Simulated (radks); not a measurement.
Re3+, 72 electrons, occupied as [Xe] 4f14 5d3 6f1 (not the ground configuration).

Method: Dirac Kohn-Sham, LDA (Slater exchange, Perdew-Wang correlation), spin-unpolarised, spherical densities, point nucleus; open shells fill j = l - 1/2 first; computed with a radial shooting solver on a logarithmic mesh with Libxc functionals.

Energy parts (hartree):
| part | energy |
|---|---|
| total | -16705.1287 |
| kinetic | 18891.6279 |
| electron-nucleus | -41702.5883 |
| Hartree | 6427.7372 |
| exchange-correlation | -321.9054 |

Orbitals (lengths in bohr, moments of r in powers of bohr; r(max) is where P^2 peaks):
| orbital | occ. | eigenvalue (hartree) | <r> | r(max) | <r^4> | small-component weight |
|---|---|---|---|---|---|---|
| 1s1/2 | 2 | -2629.172 | 0.01804 | 0.01124 | 5.467e-07 | 8.02e-02 |
| 2s1/2 | 2 | -456.7818 | 0.07562 | 0.06476 | 0.00008136 | 1.82e-02 |
| 2p1/2 | 2 | -437.2382 | 0.06248 | 0.04803 | 0.00004886 | 1.83e-02 |
| 2p3/2 | 4 | -384.3822 | 0.07056 | 0.05498 | 0.00007201 | 1.65e-02 |
| 3s1/2 | 2 | -106.8451 | 0.1971 | 0.1824 | 0.003000 | 6.01e-03 |
| 3p1/2 | 2 | -98.11100 | 0.1871 | 0.1706 | 0.002640 | 5.96e-03 |
| 3p3/2 | 4 | -86.63496 | 0.2020 | 0.1848 | 0.003517 | 5.43e-03 |
| 3d3/2 | 4 | -71.93020 | 0.1765 | 0.1445 | 0.002375 | 5.32e-03 |
| 3d5/2 | 6 | -69.43721 | 0.1811 | 0.1484 | 0.002591 | 5.17e-03 |
| 4s1/2 | 2 | -23.42144 | 0.4407 | 0.4132 | 0.07000 | 2.00e-03 |
| 4p1/2 | 2 | -19.77977 | 0.4451 | 0.4124 | 0.07609 | 1.91e-03 |
| 4p3/2 | 4 | -17.09357 | 0.4788 | 0.4425 | 0.1015 | 1.70e-03 |
| 4d3/2 | 4 | -11.10698 | 0.4936 | 0.4381 | 0.1285 | 1.50e-03 |
| 4d5/2 | 6 | -10.61064 | 0.5050 | 0.4476 | 0.1407 | 1.45e-03 |
| 4f5/2 | 6 | -3.06370 | 0.5742 | 0.4135 | 0.3733 | 1.05e-03 |
| 4f7/2 | 8 | -2.97101 | 0.5828 | 0.4185 | 0.3984 | 1.03e-03 |
| 5s1/2 | 2 | -4.56936 | 1.029 | 0.9360 | 2.057 | 4.66e-04 |
| 5p1/2 | 2 | -3.45263 | 1.121 | 0.9984 | 3.019 | 3.91e-04 |
| 5p3/2 | 4 | -3.03145 | 1.215 | 1.079 | 4.156 | 3.37e-04 |
| 5d3/2 | 3 | -1.53806 | 1.587 | 1.332 | 13.48 | 1.95e-04 |
| 5d5/2 | 0 | -1.49290 | 1.626 | 1.367 | 14.80 | 1.86e-04 |
| 6f5/2 | 1 | -0.31123 | 6.936 | 7.200 | 4210 | 1.90e-05 |
| 6f7/2 | 0 | -0.31049 | 6.950 | 7.220 | 4247 | 1.91e-05 |

The highest occupied level is 6f5/2 at -8.469 eV. The configuration is held as typed, so some empty levels lie below it. The density falls to 0.001 e/bohr^3 at r = 3.28 bohr.
